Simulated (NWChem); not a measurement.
SiH$_{4}$O$_{2}$; SMILES O[SiH2]O

```xyz
7

Si     0.0000     0.0000    -0.4255
O     -1.3853     0.0511     0.4893
O      1.3853    -0.0511     0.4893
H     -0.0651     1.2367    -1.2500
H      0.0651    -1.2367    -1.2500
H     -1.5866    -0.7328     1.0090
H      1.5866     0.7328     1.0090
```
Atoms are numbered in this order, from 1.

Computed with NWChem. Geometry optimised at PBE0/def2-SVP; all other runs use it. Pople sets run with spherical d functions. Vzz has the sign of the potential's second derivative.

| quantity | level | value |
|---|---|---|
| Vzz O3 (a.u.) | PBE0/6-31G* | 1.354 |
| solvation free energy (kcal/mol) in ethylene glycol | M06-2X/def2-SVP, SMD | [?] |
| first 1s excitation (eV), Si K edge, unshifted | PBE/def2-TZVP, TDA | 1780.0 |
| dipole (D) | MN15-L/def2-SVP | 1.25 |
| anisotropy (bohr³) at 589 nm | PBE0/6-31+G* | [?] |
| charge (e), ESP Si1 | Hartree-Fock/6-31G* | 1.09 |
| highest harmonic frequency (cm⁻¹) | PBE0/def2-SVP | [?] |

Question: Complete the blanks.

Answer: 
- solvation free energy (kcal/mol) in ethylene glycol, value: -7.1
- anisotropy (bohr³) at 589 nm, value: 0.7
- highest harmonic frequency (cm⁻¹), value: 3931
